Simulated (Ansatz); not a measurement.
Geometry optimisation, Ansatz, RKS B3LYP-D4/6-31G*.

Input file:

```yaml
crystal:
  periodic: [false, false, false]
  atoms:
    - { symbol: C, position_ang: [-0.30893, 0.9221, -0.06666] }
    - { symbol: Si, position_ang: [0.36458, -0.68481, 0.18338] }
    - { symbol: O, position_ang: [1.39574, -1.40775, 1.04977] }
    - { symbol: F, position_ang: [-0.37193, -1.73416, -0.90356] }
    - { symbol: H, position_ang: [0.00158, 1.77042, 0.52809] }
    - { symbol: H, position_ang: [-1.08104, 1.1342, -0.79102] }
total_charge: -1
basis:
  gaussian: { orbitals: "6-31G*" }
hamiltonian:
  xc: b3lyp
  dispersion: d4
relax:
  f_tol: 0.02
  max_steps: 50
```

Command:

```bash
$ ansatz run input.yaml --threads 1 --pin off --max-ram 2048MiB --backend cpu --events-out ev --progress --plain --runs-dir out
```

**Question.** Where does it end, and by what steps?

**Answer.** It converged. Limits of this set-up: an anion without diffuse functions, the dipole of an ion depends on the origin. After 5 steps the energy has fallen by 0.075 eV; O3 moved furthest, 0.07 Å.

```tsv
step	energy less start (eV)	largest force component (eV/Å)	accepted
0	0.0000	1.776	yes
1	-0.0517	0.955	yes
2	-0.0731	0.167	yes
3	-0.0733	0.129	yes
4	-0.0661	0.341	no
5	-0.0747	0.010	yes
```

```xyz
6
Properties=species:S:1:pos:R:3
C -0.307 0.898 -0.057
Si 0.335 -0.689 0.148
O 1.399 -1.343 1.071
F -0.386 -1.723 -0.914
H 0.033 1.736 0.547
H -1.074 1.122 -0.795
```

Whether the end is a true minimum wasn't checked by a vibrational analysis.

The run took 9.4 s on 1 CPU thread of a shared host.
